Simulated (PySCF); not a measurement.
Computed IR spectrum (relative IR intensity) of a molecule C2H7AlFN. Coordinates come from a PBE0-D3(BJ)/def2-SVP optimisation. The values are those of a single conformer. All values below come from PBE0-D3(BJ)/def2-SVP (PySCF 2.14.0). Frequencies are harmonic and unscaled.

| ν (cm⁻¹) | relative intensity |
|---|---|
| 127 | 3.7 |
| 206 | 2.7 |
| 288 | 9.6 |
| 295 | 2.7 |
| 361 | 7.2 |
| 487 | 100 |
| 629 | 28 |
| 673 | 68 |
| 872 | 85 |
| 1039 | 73 |
| 1260 | 60 |
| 1321 | 31 |
| 1456 | 9.6 |
| 1460 | 8.2 |
| 1479 | 14 |
| 1503 | 3.0 |
| 2002 | 89 |
| 2985 | 41 |
| 2991 | 78 |
| 3044 | 60 |
| 3120 | 13 |
| 3141 | 7.6 |

Problem. Which molecule gave these data?
(A) C[NH][Al]([CH3])[F]
(B) C[N](C)[AlH][F]
(C) C[CH2][Al]([NH2])[F]

Solution. B, C[N](C)[AlH][F]
